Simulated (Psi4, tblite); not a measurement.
Dimer C2H2 ··· BF3 (SMILES C#C and FB(F)F) at R = 4.40 Å between the centres of mass, closest contact 2.78 Å (a random orientation, not optimised). Geometry in Å and degrees:

```
8

C      0.590     0.017    -0.098
C     -0.590    -0.017     0.098
H      1.638     0.047    -0.273
H     -1.638    -0.047     0.273
F      4.247     0.201     0.687
B      4.241    -1.090     0.431
F      3.292    -1.855     0.924
F      5.184    -1.616    -0.319
```

Levels: GFN2-xTB (tblite); SAPT0/jun-cc-pVDZ, frozen core (Psi4); B3LYP/def2-TZVP, counterpoise-corrected (Psi4); B3LYP-D3(BJ)/def2-TZVP, counterpoise-corrected (Psi4); HF/aug-cc-pVDZ, counterpoise-corrected (Psi4); MP2/aug-cc-pVDZ = Psi4 with DF-MP2/aug-cc-pVDZ, frozen core, counterpoise-corrected; SCS-MP2/aug-cc-pVDZ = DF-SCS-MP2/aug-cc-pVDZ, frozen core, counterpoise-corrected (Psi4).

Question: What interaction energy does each level give?

Answer: 
| method | E_int / kJ/mol |
|---|---|
| GFN2-xTB | -2.48 |
| B3LYP-D3(BJ)/def2-TZVP | 2.00 |
| MP2/aug-cc-pVDZ | 2.64 |
| SCS-MP2/aug-cc-pVDZ | 3.42 |
| SAPT0/jun-cc-pVDZ | 4.88 |
| B3LYP/def2-TZVP | 5.61 |
| HF/aug-cc-pVDZ | 6.82 |
